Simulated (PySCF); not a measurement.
# Electronic structure of S⁺ (sulfur, charge +1) at the M06 level

Configuration: [Ne] 3s2 3p3, high-spin 4S determinant. Computed with PySCF 2.14 in aug-cc-pV(Q+d)Z (7s6p5d3f2g, 89 functions), with the non-relativistic Hamiltonian (point nucleus).

```json
{
 "Total energy": "-397.7254 hartree",
 "One-electron energy": "-543.0077 hartree",
 "Hartree (Coulomb) energy": "170.6009 hartree",
 "Exchange-correlation energy": "-25.3186 hartree",
 "Kinetic energy": "396.58526 hartree",
 "⟨S²⟩": "3.7509",
 "⟨L²⟩": "0.000",
 "Sum of ⟨r⟩": "12.68 bohr",
 "Sum of ⟨r²⟩": "20.46 bohr²",
 "Density at the nucleus (Gaussians lack the cusp)": "2640 bohr⁻³",
 "Spin density at the nucleus": "0.438 bohr⁻³",
 "Langevin diamagnetic susceptibility": "-16.2 ×10⁻⁶ cm³/mol"
}
```

```
shell  electrons  mean orbital energy (hartree)  rms radius, mean of both spins (bohr)
 1s α          1                      -89.55894                                  0.113
 1s β          1                      -89.54495                                  0.113
 2s α          1                       -8.53689                                  0.523
 2s β          1                       -8.51698                                  0.523
 2p α          3                       -6.45701                                  0.495
 2p β          3                       -6.42929                                  0.495
 3s α          1                       -1.13279                                   1.77
 3s β          1                       -0.97821                                   1.77
 3p α          3                       -0.70109                                   2.02
```
